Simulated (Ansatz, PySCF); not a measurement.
Reaction (SMILES): BC (CH5B) [methylborane] -> [BH2] (BH2) + [CH3] (CH3) (the B-C bond at the site shown breaks; other sites are not compared here)
Each molecule is optimised on its own at B3LYP-D3(BJ)/def2-TZVP (Ansatz, a first-principles code). Frequencies are from Ansatz or PySCF.
Geometry of the first species:
```xyz
7

B      0.8690    -0.0191     0.0480
C     -0.6804     0.0301    -0.0086
H      1.4362    -0.9603     0.5159
H      1.5284     0.8539    -0.4310
H     -1.1090     1.0318    -0.0666
H     -0.9283    -0.4579    -0.9677
H     -1.1895    -0.5528     0.7605
```

Quantity: bond dissociation energy (enthalpy at 298 K, with B3LYP-D3(BJ) rigid-rotor harmonic-oscillator terms), in kcal/mol. Valence correlation only, unless marked. UHF or UKS for open shells. Spin-orbit coupling is left out. Non-relativistic. CBS marks a two-point X^-3 extrapolation of the correlation energy; Hartree-Fock from the larger set.

```tsv
level	program	bond dissociation energy (kcal/mol)
HF/cc-pVTZ	Ansatz	75.4
BP86/def2-TZVPD	PySCF	102.9
PBE0/6-31G*	Ansatz	105.8
r2SCANh-D4/def2-TZVPD	Ansatz + dftd4	98.9
```

Estimate the value at CCSD(T)/CBS(def2-TZVPPD,def2-QZVPPD) as computed with Ansatz.

104.9 kcal/mol, so r2SCANh-D4/def2-TZVPD differs from it by -6.0 kcal/mol.
